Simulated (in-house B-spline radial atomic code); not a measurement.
Response of the mercury ion Hg²⁺ as one setting changes: the share of exact exchange in a PBE hybrid. A dash marks a strongly mixed or unbound state. Computed with a B-spline radial code for spherical atoms: linear response of the closed shell [Xe] 4f14 5d10 with the functional's adiabatic kernel; scalar-relativistic (spin-free one-electron X2C), finite nucleus, no spin-orbit coupling, no double excitations, S, P, D and F terms only; shells from n = 3 respond. Only terms of natural parity with L up to 3 were computed.

Spin-orbit coupling is strong here, so these LS terms don't match observed levels.

```json
{"share of exact exchange in a PBE hybrid": "0", "lowest 1P (eV)": "5d → 6p 14.668", "lowest 3P, Tamm-Dancoff (eV)": "5d → 6p 13.299", "minus highest occupied level (eV)": "28.744", "α (bohr³)": "8.227"}
{"share of exact exchange in a PBE hybrid": "0.1", "lowest 1P (eV)": "?", "lowest 3P, Tamm-Dancoff (eV)": "?", "minus highest occupied level (eV)": "?", "α (bohr³)": "?"}
{"share of exact exchange in a PBE hybrid": "0.2", "lowest 1P (eV)": "5d → 6p 15.128", "lowest 3P, Tamm-Dancoff (eV)": "5d → 6p 13.739", "minus highest occupied level (eV)": "30.25", "α (bohr³)": "7.974"}
{"share of exact exchange in a PBE hybrid": "0.3", "lowest 1P (eV)": "5d → 6p 15.361", "lowest 3P, Tamm-Dancoff (eV)": "5d → 6p 13.962", "minus highest occupied level (eV)": "31.01", "α (bohr³)": "7.852"}
{"share of exact exchange in a PBE hybrid": "0.4", "lowest 1P (eV)": "5d → 6p 15.595", "lowest 3P, Tamm-Dancoff (eV)": "5d → 6p 14.186", "minus highest occupied level (eV)": "31.78", "α (bohr³)": "7.735"}
{"share of exact exchange in a PBE hybrid": "0.5", "lowest 1P (eV)": "?", "lowest 3P, Tamm-Dancoff (eV)": "?", "minus highest occupied level (eV)": "?", "α (bohr³)": "?"}
{"share of exact exchange in a PBE hybrid": "0.6", "lowest 1P (eV)": "5d → 6p 16.068", "lowest 3P, Tamm-Dancoff (eV)": "5d → 6p 14.639", "minus highest occupied level (eV)": "33.33", "α (bohr³)": "7.509"}
{"share of exact exchange in a PBE hybrid": "0.7", "lowest 1P (eV)": "5d → 6p 16.306", "lowest 3P, Tamm-Dancoff (eV)": "5d → 6p 14.869", "minus highest occupied level (eV)": "34.11", "α (bohr³)": "7.4"}
{"share of exact exchange in a PBE hybrid": "0.8", "lowest 1P (eV)": "5d → 6p 16.547", "lowest 3P, Tamm-Dancoff (eV)": "5d → 6p 15.099", "minus highest occupied level (eV)": "34.90", "α (bohr³)": "7.295"}
{"share of exact exchange in a PBE hybrid": "0.9", "lowest 1P (eV)": "5d → 6p 16.789", "lowest 3P, Tamm-Dancoff (eV)": "5d → 6p 15.332", "minus highest occupied level (eV)": "35.69", "α (bohr³)": "7.192"}
{"share of exact exchange in a PBE hybrid": "1", "lowest 1P (eV)": "5d → 6p 17.032", "lowest 3P, Tamm-Dancoff (eV)": "5d → 6p 15.566", "minus highest occupied level (eV)": "36.49", "α (bohr³)": "7.092"}
```

Question: What belongs in the row for 0.1?

Answer: lowest 1P (eV): 5d → 6p 14.898; lowest 3P, Tamm-Dancoff (eV): 5d → 6p 13.518; minus highest occupied level (eV): 29.494; α (bohr³): 8.098.

Question: What belongs in the row for 0.5?

Answer: lowest 1P (eV): 5d → 6p 15.830; lowest 3P, Tamm-Dancoff (eV): 5d → 6p 14.412; minus highest occupied level (eV): 32.55; α (bohr³): 7.62.
